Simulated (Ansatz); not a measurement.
`[OH][SnH]([OH])[Br]` + CH₄ → `[CH3][SnH]([OH])[Br]` + H₂O at 298.15 K and 1 bar (formal exchange of groups at the Sn–O bond).

Isolated molecules relaxed with PBE0-D4/def2-TZVP in Ansatz; ΔE leaves out vibrations. CCSD(T)/CBS is the MP2 limit (def2-TZVPP, def2-QZVPP) plus CCSD(T) − MP2 in def2-TZVPP, frozen cores. This one scheme is used for every species. def2 core potentials past Kr. For Br, Sn outer-core shells are correlated without core-valence functions, which leaves a few kJ/mol of doubt a bond. Scalar relativity is left out up to krypton. One conformer a species, not always the lowest.

```json
{"species": "`[OH][SnH]([OH])[Br]`", "CCSD(T)/CBS energy (Eh)": "-2939.58430", "H − E (kJ/mol)": "110.9", "S (J/(mol·K))": "366.9"}
{"species": "CH₄", "CCSD(T)/CBS energy (Eh)": "-40.46206", "H − E (kJ/mol)": "127.4", "S (J/(mol·K))": "186.2"}
{"species": "`[CH3][SnH]([OH])[Br]`", "CCSD(T)/CBS energy (Eh)": "-2903.65401", "H − E (kJ/mol)": "172.2", "S (J/(mol·K))": "381.5"}
{"species": "H₂O", "CCSD(T)/CBS energy (Eh)": "-76.37941", "H − E (kJ/mol)": "66.4", "S (J/(mol·K))": "188.7"}
```

H − E and S are ideal-gas, rigid-rotor, harmonic terms from PBE0-D4/def2-TZVP, for one conformer and one mirror image of each species. 1 Eh = 2625.50 kJ/mol, R = 8.31446 J/(mol·K).

Q: By hand: ΔE, ΔH, ΔS and ΔG.

A: ΔE = (-2903.65401) + (-76.37941) − (-2939.58430) − (-40.46206) = 0.01294 Eh = 34.0 kJ/mol. Δ(H − E) = 172.2 + 66.4 − 110.9 − 127.4 = 0.3, so ΔH = 34.3 kJ/mol. ΔS = 381.5 + 188.7 − 366.9 − 186.2 = 17.1 J/(mol·K). ΔG = 34.3 − 298.15 × (17.1)/1000 = 29.2 kJ/mol.

Q: By hand: the equilibrium constant, and the temperature at which ΔG would vanish if ΔH and ΔS stayed fixed.

A: log₁₀ K = −ΔG/(RT ln 10) = -5.1. ΔG = 0 at ΔH/ΔS = 2006 K, though so small a ΔS makes that figure unsure.

ΔH outweighs TΔS. A doubt of 5 kJ/mol in ΔE shifts log₁₀ K by 0.9 here. Other conformers and mirror images would add mixing entropy, several J/(mol·K) or more a flexible species. Modes under 60 cm⁻¹, often nearly free rotors, make the harmonic entropy too high. These are equilibria of isolated gas molecules and say nothing of rates. Largest T1 diagnostic: 0.012 (customary marks: 0.02 for closed shells, 0.045 for open ones).
